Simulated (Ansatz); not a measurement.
Molecule: CI2, charge -1, multiplicity 2. 
Geometry from a B3LYP-D3(BJ)/def2-TZVP (Ansatz, an electronic-structure program) optimisation:
```xyz
3

C      0.0950    -0.0807     1.2614
I      0.9812     1.5582    -0.0464
I     -0.9920    -1.5491    -0.0964
```
Charge -1, spin multiplicity 2.

Basis-set convergence of Hartree-Fock and CCSD correlation energies (hartree) with Ansatz. Cores are frozen in the correlated levels unless marked. UHF or UKS for open shells. Spin-orbit coupling is left out. The frozen core is the preceding noble-gas configuration, with the filled d and f shells of earlier blocks. In def2 rows, elements after Kr have scalar-relativistic effective core potentials. This anion needs diffuse functions, which these sets lack.

```tsv
basis	functions	E(HF)	E(corr, CCSD)
def2-SVP	66	-631.08094	-0.32999
def2-TZVPP	131	…	…
```

### Question
Complete the blanks.

### Answer

- def2-TZVPP, E(HF): -631.15450
- def2-TZVPP, E(corr, CCSD): -0.45017
